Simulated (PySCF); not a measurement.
# Basis-set dependence of population analyses: `N[SiH2]CC(F)F`

Species: C2H7F2NSi.
Atom-mapped SMILES: `[NH2:1][SiH2:2][CH2:3][CH:4]([F:5])[F:6]` (hydrogens: H7, H8 on N1; H9, H10 on Si2; H11, H12 on C3; H13 on C4)

PBE0 throughout (PySCF), one geometry, spherical d and f functions. One conformer (not necessarily the lowest) at the PBE0-D3(BJ)/def2-SVP geometry, without solvent, vibrations or thermal averaging. Atoms taken as equivalent share a column and are averaged. The first 7 of 9 kinds of atom are listed.

Mulliken charges (e):

```
        basis  functions      N1     Si2      C3      C4   F5/F6   H7/H8  H9/H10
       STO-3G         41  -0.591  +0.729  -0.336  +0.147  -0.122  +0.167  -0.130
        6-31G         72  -1.001  +0.865  -0.702  +0.446  -0.314  +0.333  -0.126
     pcSseg-0         72  -1.058  +1.042  -1.074  +0.523  -0.364  +0.323  -0.079
       6-31G*        102  -0.925  +0.611  -0.646  +0.525  -0.321  +0.351  -0.091
      cc-pVDZ        123  -0.311  +0.367  -0.249  +0.379  -0.211  +0.110  -0.073
     def2-SVP        123  -0.417  +0.526  -0.355  +0.440  -0.238  +0.139  -0.094
  aug-cc-pVDZ        205  -0.321  +0.109  +0.071  +1.331  -0.462  -0.043  +0.268
6-311+G(2d,p)        212  -0.818  +0.820  -0.567  +0.264  -0.260  +0.238  -0.074
    def2-TZVP        234  -0.639  +0.333  -0.316  +0.269  -0.195  +0.242  -0.037
      cc-pVTZ        282  -0.352  +0.281  -0.298  +0.347  -0.194  +0.142  -0.055
     IGLO-III        289  -0.708  +0.903  -0.471  +0.277  -0.234  +0.206  -0.182
     pcSseg-2        321  -0.567  +0.716  -0.274  +0.504  -0.275  +0.162  -0.142
```

IAO charges (e):

```
        basis  functions      N1     Si2      C3      C4   F5/F6   H7/H8  H9/H10
       STO-3G         41  -0.696  +0.851  -0.550  +0.187  -0.148  +0.194  -0.131
        6-31G         72  -0.812  +0.757  -0.574  +0.399  -0.290  +0.267  -0.109
     pcSseg-0         72  -0.785  +0.773  -0.596  +0.401  -0.283  +0.253  -0.111
       6-31G*        102  -0.832  +0.880  -0.587  +0.457  -0.302  +0.263  -0.145
      cc-pVDZ        123  -0.825  +0.873  -0.586  +0.454  -0.302  +0.261  -0.144
     def2-SVP        123  -0.818  +0.889  -0.584  +0.456  -0.303  +0.257  -0.150
  aug-cc-pVDZ        205  -0.858  +0.879  -0.590  +0.458  -0.313  +0.273  -0.141
6-311+G(2d,p)        212  -0.869  +0.913  -0.600  +0.457  -0.313  +0.274  -0.149
    def2-TZVP        234  -0.867  +0.924  -0.605  +0.465  -0.314  +0.272  -0.153
      cc-pVTZ        282  -0.861  +0.909  -0.602  +0.464  -0.312  +0.271  -0.149
     IGLO-III        289  -0.871  +0.922  -0.604  +0.460  -0.314  +0.274  -0.151
     pcSseg-2        321  -0.870  +0.922  -0.605  +0.464  -0.314  +0.273  -0.152
```

Some averages cover members that differ in this geometry, most widely: H9/H10, Mulliken in aug-cc-pVDZ +0.237 to +0.300; H9/H10, Mulliken in pcSseg-0 -0.106 to -0.052; H9/H10, IAO in pcSseg-0 -0.137 to -0.085; H9/H10, Mulliken in cc-pVTZ -0.080 to -0.029 e.

**Question.** Which scheme is steadiest as the basis changes?

**Answer.** Largest range over the bases for any column: IAO 0.28 e, Mulliken 1.18 e. IAO charges move least and Mulliken charges most, counted in e. Without the minimal STO-3G basis the ranges are IAO 0.17, Mulliken 1.15 e.

**Question.** How much do the charges still move between the two largest bases, IGLO-III and pcSseg-2?

**Answer.** At most, over all atoms: Mulliken 0.227 e, IAO 0.004 e.

**Question.** What do the same runs give for the total energy, the frontier levels and the dipole moment?

**Answer.** 
```json
{"basis": "STO-3G", "energy (Eh)": "-616.0091", "HOMO (eV)": "-3.75", "LUMO (eV)": "7.69", "μ (D)": "2.16"}
{"basis": "6-31G", "energy (Eh)": "-623.7640", "HOMO (eV)": "-7.16", "LUMO (eV)": "1.02", "μ (D)": "3.55"}
{"basis": "pcSseg-0", "energy (Eh)": "-622.7850", "HOMO (eV)": "-7.22", "LUMO (eV)": "1.06", "μ (D)": "3.62"}
{"basis": "6-31G*", "energy (Eh)": "-623.8800", "HOMO (eV)": "-7.27", "LUMO (eV)": "1.12", "μ (D)": "3.14"}
{"basis": "cc-pVDZ", "energy (Eh)": "-623.9220", "HOMO (eV)": "-7.30", "LUMO (eV)": "1.09", "μ (D)": "3.17"}
{"basis": "def2-SVP", "energy (Eh)": "-623.5694", "HOMO (eV)": "-7.38", "LUMO (eV)": "1.06", "μ (D)": "3.28"}
{"basis": "aug-cc-pVDZ", "energy (Eh)": "-623.9583", "HOMO (eV)": "-7.59", "LUMO (eV)": "-0.38", "μ (D)": "3.20"}
{"basis": "6-311+G(2d,p)", "energy (Eh)": "-624.0371", "HOMO (eV)": "-7.65", "LUMO (eV)": "-0.23", "μ (D)": "3.31"}
{"basis": "def2-TZVP", "energy (Eh)": "-624.0709", "HOMO (eV)": "-7.61", "LUMO (eV)": "0.40", "μ (D)": "3.27"}
{"basis": "cc-pVTZ", "energy (Eh)": "-624.0564", "HOMO (eV)": "-7.54", "LUMO (eV)": "0.57", "μ (D)": "3.19"}
{"basis": "IGLO-III", "energy (Eh)": "-624.0789", "HOMO (eV)": "-7.63", "LUMO (eV)": "0.26", "μ (D)": "3.25"}
{"basis": "pcSseg-2", "energy (Eh)": "-624.0779", "HOMO (eV)": "-7.66", "LUMO (eV)": "0.10", "μ (D)": "3.29"}
```

The dipole is fixed by the density alone, so its range of 1.46 D shows that the density itself changes with the basis, not only its division among atoms.
